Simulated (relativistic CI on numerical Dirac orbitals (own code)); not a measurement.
**Excitation temperature from two lines of Sn II**

Problem. In an optically thin plasma whose excited levels follow a Boltzmann distribution, the energy emitted in Sn II 6453.54 Å and 3283.14 Å has the ratio 1.74 (an assumed reading, corrected for the detector). Tabulated data (NIST Handbook of Basic Atomic Spectroscopic Data): upper levels 72377.4 and 89294.1 cm⁻¹, g = 4 and 6, A = 1.20 × 10^8 and 1.00 × 10^8 s⁻¹. Calculate the temperature, its uncertainty for 15 % in the ratio of intensities and A values together, and the strength of these other lines with tabulated A (λ in Å, g, A, upper level): 3351.95, 8, 1.00 × 10^8, 89288.2; 5561.91, 6, 1.20 × 10^8, 90351.9; 5798.86, 8, 8.10 × 10^7, 89288.2; 5588.81, 6, 8.50 × 10^7, 89294.1.

Working.
1. The emitted power of a line is proportional to (gA/λ) exp(−E/kT), so I₁/I₂ = (g₁A₁λ₂/g₂A₂λ₁) exp[(E₂ − E₁)/kT].
2. The prefactor is 0.407 and E₂ − E₁ = 16916.6 cm⁻¹ = 2.097 eV.
3. kT = (E₂ − E₁)/ln(1.74/0.407) = 16916.6/1.4529 = 11644 cm⁻¹ = 1.444 eV, or T = 16750 K.
4. δT/T = (kT/ΔE) × 15 % = 10.3 %; lines whose upper levels lie far apart give the better thermometer.
5. Other lines relative to the first: 3351.95 Å: 0.75, 5561.91 Å: 0.37, 5798.86 Å: 0.35, 5588.81 Å: 0.29.

Remark. Dense plasmas such as arcs and laser-ablation plumes come near a Boltzmann distribution among excited levels, though their strong lines may be self-absorbed. Low-pressure etch and deposition plasmas, at 10¹⁰ to 10¹³ electrons per cm³, do not: there the number found is an excitation temperature of these levels and not the electron temperature.
